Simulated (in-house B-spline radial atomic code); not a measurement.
Atomic self-consistent-field run: Tc6+. Level of theory: non-relativistic B97-1, spin-polarised, spherical fractional occupations, exact exchange averaged over the configuration, point nucleus; calculated with a B-spline radial code for spherical atoms.

Command:
```bash
python run_scf.py task.json out
```
Settings:
```
Z                43
configuration    [Kr] 4d1
hamiltonian      nr
method           b97_1
spin_polarised   True
exact_exchange   averaged over the configuration
```

Output (hartree, bohr):
```
 radial grid: 48 intervals, B-splines of order 8, outer radius 15.5224 bohr

 iter        energy (Eh)    residual
    1       -4191.637533    5.41e-01
    2       -4196.742689    3.21e-01
    3       -4198.262892    6.30e-02
    4       -4198.353933    2.15e-02
    5       -4198.359092    8.80e-03
    6       -4198.360462    6.51e-04
    7       -4198.360468    4.87e-05
    8       -4198.360468    3.24e-06
    9       -4198.360468    2.75e-07

 total energy                     -4198.36047
 kinetic                            4196.3876
 electron-nucleus                  -9874.8907
 Hartree                            1603.4908
 exact exchange                      -25.4916
 exchange-correlation                -97.8567

 orbital      occ     eigenvalue          <r>       <r^2>       <1/r>     <1/r^3>       <r^4>       r_max
 1s up      1.000      -752.2227    0.0354472  0.00168149     42.4821           - 7.16649e-06     0.02345
 1s down    1.000      -752.2227    0.0354472  0.00168149     42.4821           - 7.16644e-06     0.02345
 2s up      1.000      -108.8194     0.154641   0.0281111     9.59876           -  0.00134924      0.1308
 2s down    1.000      -108.8104     0.154636   0.0281094     9.59915           -   0.0013491      0.1308
 2p up      3.000      -100.6486     0.132531   0.0213979     9.58727     2485.44 0.000904306      0.1029
 2p down    3.000      -100.6413     0.132525   0.0213957     9.58767     2485.68 0.000904139      0.1029
 3s up      1.000       -21.7279     0.426425    0.207951     3.35352           -   0.0665052      0.3831
 3s down    1.000       -21.7235     0.426374     0.20788     3.35356           -   0.0664268      0.3831
 3p up      3.000       -18.5476      0.42056    0.205435     3.26276     417.048   0.0682683      0.3704
 3p down    3.000       -18.5423     0.420495    0.205343      3.2628     416.986   0.0681602      0.3704
 3d up      5.000       -12.7277     0.397049    0.188732     3.08928     62.4847   0.0678886      0.3109
 3d down    5.000       -12.7180     0.397004    0.188642     3.08913     62.4665   0.0677354       0.311
 4s up      1.000        -5.6433      1.04802      1.2354     1.29351           -     2.22076      0.9606
 4s down    1.000        -5.6001      1.04771     1.23527     1.29466           -     2.22504      0.9598
 4p up      3.000        -4.6409      1.11535     1.40803     1.20013     69.5844     2.95317       1.009
 4p down    3.000        -4.5942       1.1161     1.41089     1.20012     69.6349     2.97315       1.008
 4d up      1.000        -3.0604       1.3082     1.96607    0.996984     7.84085     6.10691       1.145
```

Time taken, with all properties: 0.44 s on 1 thread of Arm Neoverse N1, on a shared host.
